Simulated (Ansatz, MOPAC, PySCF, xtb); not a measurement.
Torsion O4–Ga2–O3–H7 in GaH4NO2 (SMILES [NH2][Ga]([OH])[OH]); at each angle all else is relaxed with GFN2-xTB, and the levels are single points there.
Geometry at 180° (charge 0, multiplicity 1):
```xyz
8

N      1.70727     0.08115     0.00079
Ga    -0.12033     0.02571    -0.22180
O     -1.11705     1.39636    -0.63758
O     -0.94620    -1.50215    -0.14534
H      2.08148    -0.78476     0.37201
H      2.07540     0.85142     0.54948
H     -0.78485     2.28757    -0.71276
H     -1.87582    -1.50993    -0.37394
```

On the grid 0° to 330°, 90° is the highest and 180° the lowest point at MP2/CBS(cc-pVTZ, cc-pVQZ) + ΔCCSD(T)/cc-pVTZ.

The state that PM3 reach isn't checked.

Run with Ansatz (an electronic-structure program); MOPAC for PM3 (differences of heats of formation); PySCF for the dispersion terms; xtb for the GFN methods. Values without a source in brackets are computed.

One of these levels gives -0.08 kcal/mol for the energy at 90° less that at 180°. Which?
A) BLYP-D3(BJ)/def2-TZVPP
B) GFN1-xTB
C) PM3

C, PM3. The others give 1.89 (GFN1-xTB), 3.10 (BLYP-D3(BJ)/def2-TZVPP)
